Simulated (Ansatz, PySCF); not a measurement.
YF2, SMILES [F][Y+][F], charge +1. Atoms are numbered in the order given.

```xyz
3

Y      0.0000     0.0000     0.1675
F      0.0000    -1.5909    -0.9079
F      0.0000     1.5909    -0.9079
```
Charge +1, spin multiplicity 1.

Geometry optimised at B3LYP-D3(BJ)/def2-TZVP. The spin state was assumed, not searched. The isomer is the one that the SMILES or the coordinates give; other isomers of the formula were not compared. The def2 effective core potentials stand for the cores of Y; spin–orbit coupling is left out.

Two levels are set side by side: PBE-D3(BJ)/def2-TZVP (Ansatz, a quantum-chemistry and plane-wave program) and B3LYP-D3(BJ)/def2-TZVP (Ansatz). Each level has its own optimised geometry; the coordinates shown are those of the second. Frequencies come from the Hessian of PySCF at each geometry. Differences are taken from unrounded values.

```csv
quantity,B3LYP-D3(BJ)
mean bond length (Å),1.920
bond Y1–F2 (Å),1.920
bond Y1–F3 (Å),1.920
highest harmonic wavenumber (cm⁻¹),679
mean harmonic wavenumber (cm⁻¹),499
zero-point energy (kcal/mol),2.14
```

### Question
What does PBE-D3(BJ) give, and how far is it from B3LYP-D3(BJ)? (The exact figures need the calculation; the answer reports its results.)

### Answer

```csv
quantity,PBE-D3(BJ),PBE-D3(BJ) minus B3LYP-D3(BJ)
mean bond length (Å),1.919,-0.002
bond Y1–F2 (Å),1.919,-0.002
bond Y1–F3 (Å),1.919,-0.002
highest harmonic wavenumber (cm⁻¹),672,-7
mean harmonic wavenumber (cm⁻¹),495,-4
zero-point energy (kcal/mol),2.12,-0.02
```

On these quantities the two levels nearly agree.
